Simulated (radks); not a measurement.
Values are calculated unless marked as measured or tabulated.
Mean orbital radii <r> (bohr) of neutral vanadium, [Ar] 3d3 4s2, at several levels of relativity; Dirac values are averaged over j with weights 2j + 1. Spin-unpolarised spherical Kohn-Sham, PBE, point nucleus unless stated (finite: rms radius 3.6002 fm), a radial shooting solver on a logarithmic mesh with Libxc functionals. A level marked "c x" has the speed of light scaled by that factor and shares open shells by 2j + 1; other Dirac levels either fill j = l - 1/2 first or share by 2j + 1.

shell  non-rel.  scalar-rel.  scalar-rel., finite nucleus  Dirac, 2j+1 shares, finite nucleus  change of magnitude, last against first (%)
1s      0.06705      0.06644                      0.06644                             0.06644                                        -0.91
2s       0.3110       0.3082                       0.3082                              0.3080                                        -0.95
2p       0.2751       0.2741                       0.2741                              0.2740                                        -0.39
3s       0.9560       0.9484                       0.9484                              0.9484                                        -0.80
3p        1.019        1.017                        1.017                               1.017                                        -0.26
3d        1.436        1.449                        1.449                               1.449                                        +0.88
4s        3.378        3.350                        3.350                               3.350                                        -0.82
